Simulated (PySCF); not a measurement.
Choosing a molecule for a target property.

All species are isolated and taken at one optimised geometry, non-relativistic unless stated. Electronic properties by PySCF.

Dipoles, sizes and rotational constants follow the conformer. The torsions of the flexible species, by atom-mapped SMILES:
- `[PH2:1][GeH2:2][AsH2:3]`: H–P1–Ge2–As3 48°, H–P1–Ge2–As3 -46°, H–As3–Ge2–P1 -50°, H–As3–Ge2–P1 43°
- `[F:1][BH:2][PH2:3]`: H–P3–B2–F1 -40°, H–P3–B2–F1 -139°

Problem. Wanted: smallest rotational constant below 4.3 GHz (PBE0-D3(BJ)/def2-SVP) and dipole moment below 1.1 D (PBE0-D3(BJ)/def2-SVP), at PBE0-D3(BJ)/def2-SVP geometries. Which candidate meets both?
A. `BC(=C)C` (C3H7B)
B. `B/C=C\C` (C3H7B)
C. `[PH2][GeH2][AsH2]` (AsGeH6P)
D. `FBP` (BFH3P)
E. `c1cc(cc([C]=O)c1)Cl` (C7H4ClO) [radical]

Solution. C. Computed values:
```
                                species  smallest rotational constant  dipole moment
c1cc(cc([C]=O)c1)Cl (C7H4ClO) [radical]                     0.651 GHz         1.36 D
            [PH2][GeH2][AsH2] (AsGeH6P)                     1.037 GHz         0.74 D
                        B/C=C\C (C3H7B)                     4.207 GHz         1.95 D
                            FBP (BFH3P)                     4.477 GHz         0.98 D
                        BC(=C)C (C3H7B)                     4.649 GHz         1.18 D
```
